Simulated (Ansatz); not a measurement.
Diatomic MgF, multiplicity 2 (the spin of the measured ground state).

D_e counts from the fitted minimum to each atom's lowest state at the same level, without counterpoise.

Correlated levels freeze the inner cores; with def2 sets outer-core shells near the valence are correlated too.

The values were computed with Ansatz (a first-principles code) with Gaussian orbitals. 

The comparison value is 104.84 kcal/mol (CCSD(T)/def2-QZVPP). It is a level with limits of its own, not the exact answer.

### Question
Order these levels by how close they come to the comparison value for the bond energy D_e, closest first: SVWN5/def2-TZVPP, PBE0/def2-TZVPP, B97M-V/def2-TZVPP, r2SCAN/def2-TZVPP, PBE/def2-TZVPP. Give each level's value less the comparison value.

### Answer
B97M-V/def2-TZVPP (-2.11 kcal/mol), PBE0/def2-TZVPP (-2.48 kcal/mol), PBE/def2-TZVPP (3.01 kcal/mol), r2SCAN/def2-TZVPP (4.64 kcal/mol), SVWN5/def2-TZVPP (17.42 kcal/mol)
